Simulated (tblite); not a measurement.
Compound: C4H11Si (doublet state).
SMILES with atom numbers: `[CH3:1][SiH2:2][C:3]([CH3:4])[CH3:5]` (hydrogens: H6, H7, H8 on C1; H9, H10 on Si2; H11, H12, H13 on C4; H14, H15, H16 on C5)

Geometry (GFN2-xTB, Å), atoms numbered from 1 in this order:
```xyz
16
C4H11Si angstrom
C      2.2769   -0.6419    0.2598
Si     1.0471    0.7593   -0.0860
C     -0.6943    0.1787    0.1723
C     -1.0624   -1.1581    0.7090
C     -1.8349    1.0887   -0.1164
H      3.2917   -0.3041    0.0751
H      2.0987   -1.5027   -0.3777
H      2.2288   -0.9754    1.2920
H      1.2298    1.2263   -1.4734
H      1.3711    1.8957    0.7999
H     -1.7707   -1.6614    0.0446
H     -0.1930   -1.7959    0.8384
H     -1.5640   -1.0606    1.6771
H     -2.5370    0.6272   -0.8161
H     -1.4941    2.0306   -0.5371
H     -2.4015    1.3026    0.7948
```

Structure optimised with GFN2-xTB, isolated species. This method treats the open shell by occupation alone, without spin polarisation.

Take the most abundant isotopes and a rigid rotor. The values belong to one conformer with, in the numbering `[CH3:1][SiH2:2][C:3]([CH3:4])[CH3:5]`, C1–Si2–C3–C4 6°.

(1) Give the principal moments of inertia and the rotational constants in MHz.

(2) What kind of rotor is it?

(3) What does the inertial defect say?

(4) Give the other two planar moments, Paa and Pbb, and the rms extents of the mass along the axes.

(5) List the rotational levels J(Ka,Kc) to J = 5 (MHz).

Answers

(1) Ia = 85.38, Ib = 203.51, Ic = 273.71 u·Å²; 505379 MHz·u·Å²/I gives A = 5919, B = 2483, C = 1846 MHz.

(2) An asymmetric top. Ray's parameter κ = (2B − A − C)/(A − C) = -0.687; −1 is the prolate and +1 the oblate limit.

(3) Not planar: Δ = Ic − Ia − Ib = -15.18 u·Å². For a rigid frame Δ = −2 Σ m c², so Σ m c² = 7.59 u·Å² lies off the ab plane: 7.51 from hydrogen and 0.08 from heavier atoms. The atom farthest from that plane is 1.26 Å away.

(4) Paa = Σ m a² = (Ib + Ic − Ia)/2 = 195.92 and Pbb = Σ m b² = (Ia + Ic − Ib)/2 = 77.79 u·Å². With the mass M = 87.06 u, the rms extents √(P/M) along a, b and c are 1.50, 0.95, 0.30 Å.

(5) Above 0(0,0):
J = 1: 1(0,1) 4330, 1(1,1) 7766, 1(1,0) 8403
J = 2: 2(0,2) 12908, 2(1,2) 15788, 2(1,1) 17699, 2(2,1) 28007, 2(2,0) 28088
J = 3: 3(0,3) 25583, 3(1,3) 27774, 3(1,2) 31589, 3(2,2) 40996, 3(2,1) 41391, 3(3,1) 59817, 3(3,0) 59823
J = 4: 4(0,4) 42163, 4(1,4) 43676, 4(1,3) 50000, 4(2,3) 58252, 4(2,2) 59385, 4(3,2) 77279, 4(3,1) 77324, 4(4,1) 103433, 4(4,0) 103433
J = 5: 5(0,5) 62484, 5(1,5) 63440, 5(1,4) 72817, 5(2,4) 79722, 5(2,3) 82179, 5(3,3) 99143, 5(3,2) 99319, 5(4,2) 125260, 5(4,1) 125264, 5(5,1) 158886, 5(5,0) 158886

For this open shell read J as N, the rotation without spin; fine and hyperfine splittings come on top. Its GFN2-xTB frequencies are all real (lowest 25 cm⁻¹). Constants of a rigid frame at the computed geometry: no zero-point averaging, no centrifugal distortion.

On an Arm Neoverse V1 with one thread, shared host with 32 logical CPUs at a one-minute load of 58, this took 0.75 s of wall time. That covers the optimisation of the geometry.
